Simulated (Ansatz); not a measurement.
Reaction (cleavage of the Si–Si bond): `[SiH3][SiH2]SS` + HCl → `SS[SiH2]Cl` + SiH₄

Computed with Ansatz on PBE0-D4/def2-TZVP structures; ΔE is electronic, products minus reactants. CCSD(T)/CBS adds triple-zeta CCSD(T) − MP2 to the extrapolated MP2 energy (def2 sets, frozen cores). This one scheme is used for every species. DFT in def2-TZVPP. B3LYP here is the variant with VWN-RPA as its local correlation; programs differ in this. One conformer a species, not always the lowest.

`[SiH3][SiH2]SS`:

Z-matrix (Å, degrees):
```
Si
Si 1 2.344
H 1 1.487 2 110.2
H 1 1.486 2 110.2 3 -120.5
H 1 1.488 2 109.2 3 119.7
S 2 2.148 1 106.8 3 60.0
H 2 1.486 1 111.3 3 179.8
H 2 1.488 1 110.9 3 -59.1
S 6 2.064 2 99.3 1 178.2
H 9 1.346 6 97.9 2 88.9
```

HCl:

Z-matrix (Å, degrees):
```
Cl
H 1 1.279
```

`SS[SiH2]Cl`:

Cartesian coordinates in Å:
```
S -1.641 0.031 1.455
S -0.133 -1.262 0.893
Si 0.483 -0.223 -0.860
Cl 1.347 1.580 -0.399
H -0.883 0.898 2.151
H 1.505 -1.075 -1.512
H -0.678 0.051 -1.730
```

SiH₄:

```xyz
5

Si    0.000    0.000    0.000
H    -0.641   -0.825    1.055
H     1.166    0.719    0.573
H    -0.981    0.985   -0.522
H     0.456   -0.879   -1.106
```

CCSD(T)/CBS gives -98.1 kJ/mol.

Problem. Another level gave -84.5 kJ/mol. Which?
A. LDA (SPW92)/def2-TZVPP
B. BHLYP/def2-TZVPP
C. HF/def2-TZVPP
D. B3LYP-D4/def2-TZVPP

Solution. A. LDA (SPW92) -84.5, B3LYP-D4 -97.9, BHLYP -105.8, HF/def2-TZVPP -113.5 kJ/mol.

Largest T1 diagnostic among the species: 0.013.

In def2-TZVPP, CCSD(T) changes the Hartree–Fock value by +18.2 kJ/mol (the triples alone add +1.4 kJ/mol) and MP2 by +8.0 kJ/mol. From BLYP to BHLYP (50 % exact exchange), in def2-TZVPP and without D4, ΔE moves by −10.2 kJ/mol.

CCSD(T)/CBS has its own doubt, a few kJ/mol and more with outer-core shells, so smaller differences from it don't rank the levels.
